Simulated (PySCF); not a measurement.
Computed properties of (E)-2-chloro-1-fluoroprop-1-ene (C3H4ClF), SMILES C/C(Cl)=C\F

(E)-2-chloro-1-fluoroprop-1-ene (C3H4ClF), SMILES C(/C)(=C/F)Cl. The structure is a stationary point at PBE0-D3(BJ)/def2-SVP. Other conformers were not sampled. All values are computed for the isolated molecule unless a solvent is named; none is compared with measurement here.

**Structure.** The optimised structure has Cs symmetry. All 21 harmonic modes at PBE0-D3(BJ)/def2-SVP (PySCF) are real, so it is a minimum. With heavy atoms numbered as in [CH3:1]/[C:2]([Cl:3])=[CH:4]\[F:5], the shortest bond between them is C4–F5 at 1.331 Å and the longest C2–Cl3 at 1.736 Å.

**Vibrations.** The strongest infrared lines (harmonic, unscaled, degenerate partners summed) lie at 1132 cm⁻¹ (117 km/mol, C 64 %, H 29 %), 1209 cm⁻¹ (113 km/mol, C 44 %, F 30 %, H 26 %), 1781 cm⁻¹ (20 km/mol, C 94 %). The softest mode is at 182 cm⁻¹ and the zero-point energy is 40.1 kcal/mol.

**Electronic structure.** PBE0/def2-TZVP (PySCF) places the frontier levels at -7.10 and 0.07 eV, a gap of 7.17 eV, and gives a dipole moment of 0.51 D and a mean polarisability of 49.1 bohr³. PBE/def2-TZVP (PySCF) at the same geometry gives -5.86 and -0.91 eV, so its gap is 2.22 eV narrower. An orbital gap is neither the optical nor the fundamental gap.

**Excitations.** TDDFT-B3LYP/def2-SVPD (PySCF) has S1 at 5.89 eV (211 nm, f = 0.001, dark); the most intense of the 10 singlets computed lies at 6.56 eV (f = 0.26). T1 (TDA) is at 4.09 eV. TDDFT-PBE/def2-SVPD (PySCF) puts S1 at 5.58 eV. No vertical singlet excitation falls in the visible range (under 3.1 eV).

**NMR.** GIAO shifts at PBE0/pcSseg-1 (PySCF) (non-relativistic, atoms alike by connectivity averaged): ¹³C from 20.5 to 156.7 ppm against TMS; ¹H from 2.3 to 7.2 ppm against TMS; ¹⁹F at -134.5 ppm against CFCl3. Without spin–orbit terms, shifts of atoms bonded to Cl or Br come out too high.

**Solvation.** SMD-PBE0/6-31G* (PySCF) gives 0.8 kcal/mol in water, -2.8 kcal/mol in ethylethanoate, -2.7 kcal/mol in tetrahydrofuran (1 M in both phases, gas-phase geometry); of these solvents ethylethanoate holds the molecule best.
